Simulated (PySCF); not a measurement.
Input file for PySCF: R-HF/3-21G on GeH4O2 (SMILES [OH][GeH2][OH]), a point of a bond scan (R = 3.067 Å).

```python
from pyscf import gto, scf, dft, mp
from pyscf.data.elements import chemcore

mol = gto.M(
    atom='''
    Ge    0.33883789   -0.06566271    0.00759659
    O    -0.42944079    1.43257692    0.60497347
    O    -0.90669806   -1.17364928   -0.63492907
    H     1.71452541   -1.21020735    2.49892131
    H     1.24372147    0.19795820   -1.20235759
    H    -0.88342978    1.92366099   -0.08771759
    H    -1.54067496   -1.45389864    0.03337031
    ''',
    basis='3-21g',
    charge=0, spin=0, verbose=3, max_memory=1800)
mf = scf.RHF(mol)
mf.conv_tol = 1e-8
mf.max_cycle = 100
mf.kernel()
if not mf.converged:
    mf = mf.newton().run(mf.mo_coeff, mf.mo_occ)
```

It printed:

```
converged SCF energy = -2216.4309603557
```

The calculation finished and met its thresholds.

Cost: roughly 0.4 core-seconds.
